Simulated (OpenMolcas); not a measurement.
A calculation on Si3+.

```yaml
Program: OpenMolcas 26.06
Method: "XMS-CASPT2, IPEA 0.25 Eh, imaginary shift 0.1 Eh (closed shells correlated: 2s 2p)"
Basis: ANO-RCC-VTZP [5s4p2d1f]
Scalar_Hamiltonian: DKH2, point nucleus
Active_space: 1 electron in 4 orbitals (3s 3p)
State_averaging: 2S+1 = 2 even, 1 root; 2S+1 = 2 odd, 3 roots
Spin-orbit_coupling: RASSI with atomic mean-field integrals over the reference wave functions, term energies averaged over their components
```

Problem. Which level of the active space comes out lowest?

Solution. 3s ²S_1/2, with 100 % of that term; it is also the measured ground level.

Problem. How high does 3p ²P°_3/2 lie?

Solution. 71288 cm⁻¹ above the lowest level; measured 71749 cm⁻¹ above the ground level, so the calculation is off by -1 %.

Problem. How high does 3p ²P°_1/2 lie?

Solution. 70915 cm⁻¹ above the lowest level; measured 71288 cm⁻¹ above the ground level, so the calculation is off by -1 %.

Measured values: NIST levels in Kelleher and Podobedova, J. Phys. Chem. Ref. Data 37, 1285 (2008).

With one active electron, CASPT2 adds the correlation within the correlated inactive shells and between them and that electron, and leaves the splitting within a term as the reference gives it. Computed and measured levels are paired by configuration, term and J; levels that our copy of the source lacks, or whose pairing is in doubt (as where it misses far off the trend of its configuration), stay unpaired and out of the deviations. Only configurations of the active space appear.

° marks odd parity.
